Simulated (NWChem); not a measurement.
Molecule: SeIBr; SMILES Br[Se]I

```xyz
3

Se     1.0461     0.4550     0.0000
Br    -0.5845     2.1082     0.0000
I     -0.2851    -1.6840     0.0000
```
Atoms are numbered in this order, from 1.

Coordinates come from a PBE0/def2-SVP optimisation. Not confirmed as a minimum by frequencies. def2 effective core potentials on I; no spin-orbit coupling.

Symmetry labels are those of Cs in the frame above (b1 and b2, or b-type labels, depend on it).

Q: List the 4 lowest vertical singlet excitations from CAM-B3LYP/def2-SVPD with def2 effective core potentials on I, TDA (NWChem).

A: 
| state | energy (eV) | oscillator strength | symmetry | leading excitation (squared amplitude) |
|---|---|---|---|---|
| S1 | 2.14 | 0.001 | a" | HOMO → LUMO (0.98) |
| S2 | 2.69 | 0.000 | a" | HOMO → LUMO+1 (0.95) |
| S3 | 3.60 | 0.006 | a' | HOMO−1 → LUMO (0.88) |
| S4 | 3.96 | 0.000 | a" | HOMO−2 → LUMO (0.94) |
